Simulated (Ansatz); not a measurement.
`[CH3][K]` + NH₃ → `[NH2][K]` + CH₄ at 700 K and 1 bar (ligand exchange at a K–C bond).

Calculated with Ansatz (gas phase, PBE0-D4/def2-TZVP geometries, no zero-point term in ΔE). CBS: MP2 limit from def2 TZ/QZ plus the TZ coupled-cluster correction, frozen cores. This one scheme is used for every species. For K outer-core shells are correlated without core-valence functions, which leaves a few kJ/mol of doubt a bond. Scalar relativity is left out up to krypton.

| species | CCSD(T)/CBS energy (Eh) | H − E (kJ/mol) | S (J/(mol·K)) |
| --- | --- | --- | --- |
| `[CH3][K]` | -639.25569 | 122.9 | 311.0 |
| NH₃ | -56.50880 | 116.9 | 226.5 |
| `[NH2][K]` | -655.33366 | 93.4 | 304.1 |
| CH₄ | -40.46206 | 145.9 | 224.0 |

H − E and S are ideal-gas, rigid-rotor, harmonic terms from PBE0-D4/def2-TZVP. 1 Eh = 2625.50 kJ/mol, R = 8.31446 J/(mol·K).

Task: By hand: ΔE, ΔH, ΔS and ΔG.

Result: ΔE = (-655.33366) + (-40.46206) − (-639.25569) − (-56.50880) = -0.03123 Eh = -82.0 kJ/mol. Δ(H − E) = 93.4 + 145.9 − 122.9 − 116.9 = -0.5, so ΔH = -82.5 kJ/mol. ΔS = 304.1 + 224.0 − 311.0 − 226.5 = -9.4 J/(mol·K). ΔG = -82.5 − 700 × (-9.4)/1000 = -75.9 kJ/mol.

Task: By hand: the equilibrium constant, and the temperature at which ΔG would vanish if ΔH and ΔS stayed fixed.

Result: log₁₀ K = −ΔG/(RT ln 10) = 5.7. ΔG = 0 at ΔH/ΔS = 8777 K, far beyond where these terms or the molecules hold.

The number of gas molecules stays the same, so ΔS is small and ΔH decides. A doubt of 5 kJ/mol in ΔE shifts log₁₀ K by 0.4 here. These are equilibria of isolated gas molecules and say nothing of rates. Largest T1 diagnostic: 0.017 (customary marks: 0.02 for closed shells, 0.045 for open ones).
